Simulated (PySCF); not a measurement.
This PySCF input asks for the NMR shieldings of SMILES F[Si-](F)(F)(F)F, [F₅Si]-; the geometry comes from GFN2-xTB.

```python
import basis_set_exchange as bse
import numpy as np
from pyscf import gto, dft
from pyscf.prop import nmr

atoms = """
F     0.092943    1.572945   -0.413860
Si    0.000280    0.000408   -0.004022
F     0.638864   -0.510278    1.403351
F    -1.442778    0.282509    0.753383
F     1.443714   -0.282373   -0.761264
F    -0.729900   -1.061221   -0.999162
"""
names = dict.fromkeys(["F", "Si"], "pcSseg-1")
basis = {el: gto.basis.parse(bse.get_basis(n, elements=[el], fmt="nwchem")) for el, n in names.items()}
mol = gto.M(atom=atoms, basis=basis, charge=-1, verbose=0)
mf = dft.RKS(mol, xc="PBE0")
mf.grids.level = 2
mf.grids.alignment = dft.numint.BLKSIZE   # the property module wants whole blocks of grid points
mf.conv_tol = 1e-9
mf.kernel()

calc = nmr.RKS(mf)   # GIAO
C = mf.mo_coeff
Co = C[:, mf.mo_occ > 0]
resp = mf.gen_response(singlet=True, hermi=2)
def vind(x):   # induced exchange potential for any number of trial vectors
    d = np.einsum("pi,xij,qj->xpq", C, 2 * x.reshape(-1, C.shape[1], Co.shape[1]), Co, optimize=True)
    return np.einsum("xpq,pi,qj->xij", resp(d - d.transpose(0, 2, 1)), C, Co, optimize=True).ravel()
mo1, _ = nmr.rhf.solve_mo1(calc, with_cphf=vind)
sigma = calc.kernel(mo1)
for i, s in enumerate(sigma):   # ppm
    w = np.linalg.eigvalsh((s + s.T) / 2)
    print("%2d %-2s iso %8.1f  s11 %8.1f  s22 %8.1f  s33 %8.1f" % (i, mol.atom_pure_symbol(i), w.mean(), *w))
```

Task: What does it print?

Result: 
```
 0 F  iso    331.0  s11    293.5  s22    294.1  s33    405.3
 1 Si iso    486.4  s11    443.5  s22    507.8  s33    507.9
 2 F  iso    331.0  s11    293.5  s22    294.2  s33    405.3
 3 F  iso    326.1  s11    285.5  s22    285.5  s33    407.2
 4 F  iso    326.1  s11    285.4  s22    285.5  s33    407.2
 5 F  iso    330.9  s11    293.4  s22    294.0  s33    405.3
```

These numbers come from an equivalent density-fitted implementation of the same equations, which agrees with the script to about 0.01 ppm for H and up to a few tenths of a ppm for heavy atoms, so last digits may differ.

Task: Turn these shieldings into chemical shifts. Referencing at the same level of theory: CFCl3 for ¹⁹F (σref 170.95); ²⁹Si (σref 349.16) vs TMS.

Result: Averaging equivalent atoms: F 0/2/3/4/5: -158.1; Si 1: -137.3 ppm. Unscaled 19F shifts against computed CFCl3 carry errors that often reach 10 to 50 ppm.

Size and cost of the density-fitted run: 109 basis functions, 5.5 s wall time on 1 thread of an Arm Neoverse V2, shared host.
